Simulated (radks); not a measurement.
Os4+, configuration [Xe] 4f14 5d4.

Method: Dirac Kohn-Sham, exchange-only PBE, spin-unpolarised, spherical densities, point nucleus; open shells fill j = l - 1/2 first; computed with a radial shooting solver on a logarithmic mesh with Libxc functionals.

Energy parts (hartree):
| part | energy |
|---|---|
| total | -17273.9221 |
| kinetic | 19620.1395 |
| electron-nucleus | -43179.5506 |
| Hartree | 6620.5093 |
| exchange | -335.0203 |

Orbitals (lengths in bohr, moments of r in powers of bohr; r(max) is where P^2 peaks; r(90%) holds 90 % of the orbital's charge):
| orbital | occ. | eigenvalue (hartree) | r(max) | r(90%) |
|---|---|---|---|---|
| 1s1/2 | 2 | -2712.686 | 0.01102 | 0.0323 |
| 2s1/2 | 2 | -473.4340 | 0.06358 | 0.116 |
| 2p1/2 | 2 | -453.2801 | 0.04710 | 0.102 |
| 2p3/2 | 4 | -396.9976 | 0.05415 | 0.113 |
| 3s1/2 | 2 | -111.4012 | 0.1790 | 0.284 |
| 3p1/2 | 2 | -102.4023 | 0.1674 | 0.276 |
| 3p3/2 | 4 | -90.12833 | 0.1818 | 0.297 |
| 3d3/2 | 4 | -75.08444 | 0.1421 | 0.270 |
| 3d5/2 | 6 | -72.42593 | 0.1460 | 0.276 |
| 4s1/2 | 2 | -24.77733 | 0.4052 | 0.620 |
| 4p1/2 | 2 | -21.00390 | 0.4043 | 0.634 |
| 4p3/2 | 4 | -18.11992 | 0.4344 | 0.682 |
| 4d3/2 | 4 | -11.93643 | 0.4294 | 0.722 |
| 4d5/2 | 6 | -11.40233 | 0.4389 | 0.739 |
| 5s1/2 | 2 | -4.95667 | 0.9131 | 1.43 |
| 5p1/2 | 2 | -3.78347 | 0.9716 | 1.57 |
| 4f5/2 | 6 | -3.57500 | 0.4031 | 0.900 |
| 4f7/2 | 8 | -3.47171 | 0.4079 | 0.914 |
| 5p3/2 | 4 | -3.32056 | 1.051 | 1.71 |
| 5d3/2 | 4 | -1.74294 | 1.283 | 2.30 |
| 5d5/2 | 0 | -1.69244 | 1.316 | 2.36 |

The highest occupied level is 5d3/2 at -47.428 eV. The density falls to 0.001 e/bohr^3 at r = 3.19 bohr.
